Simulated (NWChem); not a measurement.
System: LaCl$_{3}$; SMILES [Cl][La]([Cl])[Cl]

The following NWChem deck was run.

```
start job
memory heap 200 mb stack 900 mb global 1100 mb
geometry units angstroms noautosym nocenter noautoz
  La     0.000000     0.000000     0.175640
  Cl    -0.364378    -2.561569     0.468744
  Cl    -2.036195     1.596345     0.468744
  Cl     2.400573     0.965224     0.468744
end
basis spherical
  * library def2-svpd
end
ecp
  La library def2-ecp
end
dft
  xc xcamb88 1.00 lyp 0.81 vwn_5 0.19 hfexch 1.00
  cam 0.33 cam_alpha 0.19 cam_beta 0.46
  iterations 150
end
tddft
  cis
  nroots 6
  notriplet
end
task tddft energy
```

All runs use the structure optimised with PBE0/def2-SVP. No frequency run checked for a minimum. def2 effective core potentials on La; no spin-orbit coupling.

Vertical excitations in the gas phase.

Task: Predict the main results of this run. (CAM-B3LYP/def2-SVPD with def2 effective core potentials on La, TDA.) Quantities: lowest excitation, singlet (eV); lowest state with f > 0.02, singlet (eV); oscillator strength of that bright state; orbital gap (eV).

Result: 
```
Property                                  Value
----------------------------------------  -----
lowest excitation, singlet (eV)            5.14
lowest state with f > 0.02, singlet (eV)   5.34
oscillator strength of that bright state  0.051
orbital gap (eV)                           8.15
```
